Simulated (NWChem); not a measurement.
Molecule: LaCl2F; SMILES [F][La]([Cl])[Cl]

Program: NWChem. Medium grid unless said otherwise, to which SCAN and Minnesota functionals are sensitive. Structure relaxed at the PBE0/def2-SVP level. def2 effective core potentials on La; no spin-orbit coupling. Hybrids' shares of exact exchange are those that their runs print; pure functionals count as 0. The functionals differ in more than this share.

```
row                                   share of exact exchange  orbital gap (eV)
------------------------------------  -----------------------  ----------------
PBE/def2-SVP                                             0.00              3.92
LDA (Slater exchange, VWN5)/def2-SVP                     0.00              3.90
B3LYP/def2-SVP                                           0.20              5.34
M06/def2-SVP                                             0.27              5.66
MPW1K/def2-SVP                                           0.43          withheld
M06-2X/def2-SVP                                          0.54              7.68
Hartree-Fock/def2-SVP                                    1.00             11.25
```

Problem. Fit a straight line of the last column on the one before it, predict the withheld value, and compare with the run.

Solution. 
1. Means of the 6 shown rows: x = 0.335, y = 6.292. Slope Σ(x − x̄)(y − ȳ)/Σ(x − x̄)² = 5.347/0.7312 = 7.313; intercept 3.842.
2. The shown rows scatter about the line by 0.097 (root mean square); the largest residual is -0.16, at M06/def2-SVP.
3. At x = 0.43 (MPW1K/def2-SVP; inside the shown range) the line gives 6.99.
4. The run gives 7.45, +0.46 from the line, 4.7 times the scatter.
